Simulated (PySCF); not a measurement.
## Cl²⁺ (chlorine, charge +2) across methods

[Ne] 3s2 3p3, high-spin 4S determinant. Computed with PySCF 2.14 in aug-cc-pCVTZ-DK with one added diffuse shell each of s, p, d, f type (9s8p6d4f, 91 functions), with scalar relativity by spin-free X2C-1e.

| method | E (hartree) | mean ε 3s α (eV) | mean ε 3s β (eV) | mean ε 3p α (eV) | Σ⟨r²⟩ (bohr²) | ⟨S²⟩ |
| --- | --- | --- | --- | --- | --- | --- |
| LDA | -458.7025 | -46.213 | -42.574 | -33.028 | 15.36 | 3.750 |
| B97-3 | -460.1651 | -49.470 | -44.120 | -34.835 | 15.29 | 3.751 |
| CAM-B3LYP | -460.2390 | -50.849 | -45.699 | -36.261 | 15.36 | 3.750 |
| PW91 | -460.2121 | -46.469 | -42.410 | -33.160 | 15.33 | 3.750 |
| PBE0 | -460.0752 | -49.462 | -43.864 | -34.952 | 15.32 | 3.750 |
| r2SCAN | -460.1917 | -47.792 | -42.302 | -33.759 | 15.31 | 3.750 |
| PBE | -460.0400 | -46.413 | -42.321 | -33.094 | 15.33 | 3.750 |
| UHF | -459.63366 | -57.728 | -46.778 | -39.691 | 15.42 | 3.751 |

Problem. Estimate the same row for HSE06.

Solution. E (hartree) = -460.0947; mean ε 3s α (eV) = -49.028; mean ε 3s β (eV) = -43.495; mean ε 3p α (eV) = -34.524; Σ⟨r²⟩ (bohr²) = 15.32; ⟨S²⟩ = 3.750.
